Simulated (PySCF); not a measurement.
C2H5ClGeO, SMILES [Cl][GeH]1[CH2]O[CH2]1. Atoms are numbered in the order given.

```xyz
10

Cl    -2.0632    -0.4762     0.0000
Ge    -0.1025     0.4866     0.0000
C      1.3144    -0.3265     1.1470
O      2.1644    -0.4358     0.0000
C      1.3144    -0.3265    -1.1470
H     -0.3573     2.0092     0.0000
H      1.7945     0.2698     1.9385
H      1.0172    -1.3099     1.5560
H      1.0172    -1.3099    -1.5560
H      1.7945     0.2698    -1.9385
```
Charge 0, spin multiplicity 1.

Geometry: B3LYP-D3(BJ)/def2-SVP. This is a generated structure with no PubChem entry under its InChIKey; it may be hypothetical.

Level of theory: PySCF with PBE/def2-TZVP.

Isolated molecule, no solvent.

Computed frontier levels, gap, dipole moment and polarisability:
The highest occupied level is -6.07 eV and the lowest empty level is -1.15 eV. The orbital gap is 4.92 eV and the dipole moment comes out as 1.13 D. The quadrupole, principal values (traceless, Buckingham form, about the centre of nuclear charge) is -9.81, 2.92, 6.89 D·Å and the mean static polarisability is 70.7 bohr³ (10.48 Å³). The polarisability, principal values is 63.4, 63.7, 85.1 bohr³.
